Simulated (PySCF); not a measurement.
H2ReO, quartet: structure and spectrum

All numbers come from PySCF, UPBE0, basis Re def2-TZVP with ECP60, O def2-TZVP, H def2-TZVP (scalar-relativistic core potentials, no spin–orbit coupling, density fitting).

The structure is a minimum.

Coordinates in bohr (charge 0 multiplicity 4):
```
Re    0.0000   -0.0711   -0.2267
O     0.0000    0.7070    2.8749
H     2.5403    0.9801   -1.7888
H    -2.5403    0.9801   -1.7888
```

```
Point group                                                                   : Cs
Bond lengths                                                                  : Re–H 1.673 Å (×2), Re–O 1.692 Å
Bond angles                                                                   : H–Re–H 106.9°, H–Re–O 113.5° (×2)
Rotational symmetry number                                                    : 1
Zero-point energy                                                             : 40.2 kJ/mol
Dipole moment                                                                 : 2.31 D
Spin squared ⟨S²⟩                                                             : 3.767
Atomisation energy without zero-point energy                                  : 1092 kJ/mol
Heat capacity Cp at 298.15 K                                                  : 49.8 J/(mol K)
Principal quadrupole moments (Buckingham, traceless) about the centre of mass : -3.23, 0.49, 2.74 D Å
Highest occupied level (α)                                                    : -6.54 eV
Principal polarisabilities                                                    : 39.0, 41.9, 48.0 bohr³
Entropy at 298.15 K and 1 bar (electronic part: spin only)                    : 283.0 J/(mol K)
Enthalpy at 298.15 K above 0 K                                                : 11.84 kJ/mol
Lowest empty level (β)                                                        : -3.14 eV
Rotational constants                                                          : 3.583, 0.3783, 0.3576 cm⁻¹
```

Harmonic modes (masses in u: Re 186.956, O 15.995, H 1.008):
```tsv
symmetry	ω (cm⁻¹)	IR (km/mol)	μ (u)	type
a'	305	16.3	1.03	bend
a''	602	1.2	1.11	bend
a'	671	23.0	1.05	bend
a'	1018	167	16.82	stretch
a''	2056	88.4	1.02	stretch
a'	2072	79.0	1.01	stretch
```

Charges (e):
```json
{"atom": "Re1", "Mulliken": "0.56", "Löwdin": "0.46", "polar tensor": "1.01", "spin (Mulliken)": "2.99", "Mayer order to Re1": "–"}
{"atom": "O2", "Mulliken": "-0.47", "Löwdin": "-0.30", "polar tensor": "-0.69", "spin (Mulliken)": "0.16", "Mayer order to Re1": "2.14"}
{"atom": "H3,4", "Mulliken": "-0.05", "Löwdin": "-0.08", "polar tensor": "-0.16", "spin (Mulliken)": "-0.08", "Mayer order to Re1": "0.96"}
```

Mulliken populations on Re1 (electrons outside its core potential): s 2.84, p 6.53, d 5.02, f 0.06.

This need not be the most stable arrangement of these atoms. With open d or f shells other occupations or spin states may lie lower. No spin–orbit coupling is included, which matters more the heavier the element.

The final relaxation and frequency run took roughly 80 core-seconds on a shared host.
